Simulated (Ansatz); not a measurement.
PbO (SMILES [O][Pb]): the vertical ionisation energy from total energies

PbO has 2 atoms, charge 0, and is taken as a singlet. As SMILES, `[O][Pb]`. The bond length is the measured one.

| atom | x (Å) | y (Å) | z (Å) |
| --- | --- | --- | --- |
| O | 0.0000 | 0.0000 | 0.0000 |
| Pb | 0.0000 | 0.0000 | 1.9218 |

Both states at this one shape; open shells run unrestricted unless said. 1 Eh = 27.2114 eV.

| level | program | singlet PbO (Eh) | doublet PbO+ (Eh) | HOMO of the first (eV) |
| --- | --- | --- | --- | --- |
| SVWN5/def2-TZVP (core potential) | Ansatz | -267.337939 | -266.971479 | -6.37 |
| r2SCAN0/def2-TZVP (core potential) | Ansatz | -268.082275 | -267.756447 | -7.48 |

Problem. Work out the vertical ionisation energy at each level.

Solution. 
1. SVWN5/def2-TZVP (core potential): -266.971479 − (-267.337939) = 0.366460 Eh = 9.97 eV; −ε(HOMO) = 6.37 eV.
2. r2SCAN0/def2-TZVP (core potential): -267.756447 − (-268.082275) = 0.325828 Eh = 8.87 eV; −ε(HOMO) = 7.48 eV.

No measured value is set beside it here; the levels span 8.87 to 9.97 eV. In semi-local functionals −ε(HOMO) lies far under the ionisation energy, a result of self-interaction, while the difference of totals does much better. Spin-orbit coupling, which splits open shells on such heavy atoms by tenths of an eV, is left out.
